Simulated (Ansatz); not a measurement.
C₃H₄O₂Si, SMILES `C#C[SiH2]C(=O)O`, relaxed with RKS PBE-D4/def2-SVP in the Gaussian-basis code of Ansatz from a rough embedded geometry. The force threshold is 0.03 eV/Å; the program also tests the step.

Charge 0, multiplicity 1.

Start:

```xyz
10

C    -1.799    1.854    1.135
C    -0.855    1.338    0.515
Si    0.618    0.583   -0.392
C     0.507   -1.311   -0.519
O     0.242   -1.747   -1.694
O     0.654   -2.136    0.466
H    -2.630    2.243    1.600
H     0.817    1.261   -1.632
H     1.902    0.926    0.423
H     0.544   -3.012    0.098
```

```
        step  energy (eV)  largest force (eV/Å)  largest move (Å)
           1  -15125.5590                 5.212             0.000
           2  -15125.9618                 2.745             0.127
           3  -15126.0238                 0.974             0.130
4 (rejected)  -15126.0056                 1.041             0.200
           5  -15126.0780                 0.315             0.100
           6  -15126.0834                 0.105             0.046
           7  -15126.0839                 0.018             0.032
```

End:

```xyz
10

C    -1.759    1.703    1.101
C    -0.759    1.294    0.516
Si    0.711    0.650   -0.367
C     0.462   -1.257   -0.652
O     0.216   -1.771   -1.725
O     0.575   -1.959    0.505
H    -2.638    2.066    1.618
H     0.835    1.288   -1.716
H     1.946    0.889    0.452
H     0.412   -2.903    0.269
```

It took 7 s on 4 threads of an Oxide Virtual Turin-like on a shared host, with 0.16 GiB of host memory at the peak.
